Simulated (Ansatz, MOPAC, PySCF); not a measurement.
Constitutional and geometric isomers with formula C2H3BO. All species are isolated molecules in the gas phase. One relaxed conformer stands for each flexible species; it need not be the lowest. Strings in code marks are SMILES.

Quantity: electronic energy of isomers of C2H3BO relative to `C=CB=O`, in kJ/mol. The restricted reference of `C=CB=O`, `C=BC=O` and `B=C=CO` is unstable towards unrestricted orbitals. Semi-empirical values (MOPAC) are differences of heats of formation.

Level 1: frozen-core CCSD(T)/cc-pVTZ // PBE-D3(BJ)/def2-TZVP (Ansatz, an electronic-structure program)
Level 2: PBE-D3(BJ)/def2-TZVP (PySCF)
Level 3: SVWN5/6-31G* // PBE-D3(BJ)/def2-TZVP (PySCF)
Level 4: PM6 // PBE-D3(BJ)/def2-TZVP (MOPAC)

```
species                           level 2  level 3  level 4
--------------------------------  -------  -------  -------
`C=BC=O`                            291.2    303.4    335.7
`OB1C=C1` (H–O–B–C torsion 180°)    116.0    108.1    173.1
`[H]/B=C1\CO1`                      444.6    428.1    482.3
`B=C=CO`                            326.5    330.4    355.6
`B=CC=O`                            280.7    284.8    297.1
```

Q: What does level 1 give for each, and how far do the other levels lie from it on average?

A: 
- `C=BC=O`: 322.6
- `OB1C=C1` (H–O–B–C torsion 180°): 123.6
- `[H]/B=C1\CO1`: 480.0
- `B=C=CO`: 358.2
- `B=CC=O`: 307.8
Mean absolute difference from level 1, which has limits of its own, over these rows (drawn at random from the members that have all these levels): level 2 26.65 kJ/mol, level 3 27.47 kJ/mol, level 4 15.63 kJ/mol.
